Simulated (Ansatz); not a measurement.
Geometry optimisation, RKS BHLYP/def2-SVP in Ansatz 0.2.0.

input.yaml

```yaml
crystal:
  periodic: [false, false, false]
  atoms:
    - { symbol: O, position_ang: [-0.1118, 0.3296, 2.147] }
    - { symbol: B, position_ang: [-0.6482, 0.705, 0.7981] }
    - { symbol: Si, position_ang: [-0.2337, -0.4307, -0.7205] }
    - { symbol: O, position_ang: [1.5782, -0.4842, -0.894] }
    - { symbol: F, position_ang: [-0.8948, 0.1869, -2.1269] }
    - { symbol: H, position_ang: [0.7113, 0.8548, 2.207] }
    - { symbol: H, position_ang: [-1.2863, 1.6699, 0.6387] }
    - { symbol: H, position_ang: [-0.6815, -1.7692, -0.4691] }
    - { symbol: H, position_ang: [1.6551, -1.1085, -1.5975] }
basis:
  gaussian: { orbitals: def2-SVP }
hamiltonian:
  xc: { name: BHLYP }
relax:
  f_tol: 0.015
  max_steps: 40
```

Run as:

```bash
$ ansatz run input.yaml --threads 2 --pin off --max-ram 3072MiB --backend cpu --events-out ev --progress --plain --runs-dir out
```

Where does it end, and by what steps?

The forces met the threshold. After 16 steps the energy has fallen by 1.694 eV; H6 moved furthest, 1.29 Å.

| step | energy less start (eV) | largest force component (eV/Å) | accepted |
| --- | --- | --- | --- |
| 0 | 0.0000 | 4.045 | yes |
| 1 | -0.6946 | 2.458 | yes |
| 2 | -1.0510 | 2.966 | yes |
| 3 | -1.4070 | 1.334 | yes |
| 4 | -1.5758 | 0.737 | yes |
| 5 | -1.6462 | 0.342 | yes |
| 6 | -1.6488 | 1.140 | yes |
| 7 | -1.6682 | 0.320 | yes |
| 8 | -1.6761 | 0.429 | yes |
| 9 | -1.6917 | 0.052 | yes |
| 10 | -1.6922 | 0.077 | yes |
| 11 | -1.6931 | 0.027 | yes |
| 12 | -1.6934 | 0.026 | yes |
| 13 | -1.6935 | 0.051 | yes |
| 14 | -1.6936 | 0.058 | yes |
| 15 | -1.6937 | 0.034 | yes |
| 16 | -1.6938 | 0.010 | yes |

```xyz
9
Properties=species:S:1:pos:R:3
O -0.416 0.295 2.071
B -0.223 0.767 0.830
Si -0.111 -0.548 -0.695
O 1.373 -0.370 -1.389
F -1.250 -0.178 -1.793
H -0.454 0.970 2.746
H -0.117 1.954 0.648
H -0.358 -1.968 -0.355
H 1.645 -0.967 -2.081
```

The run took 28 s on 2 threads of Intel(R) Xeon(R) Platinum 8488C (Sapphire Rapids), on a shared host, peak memory 0.2 GiB.
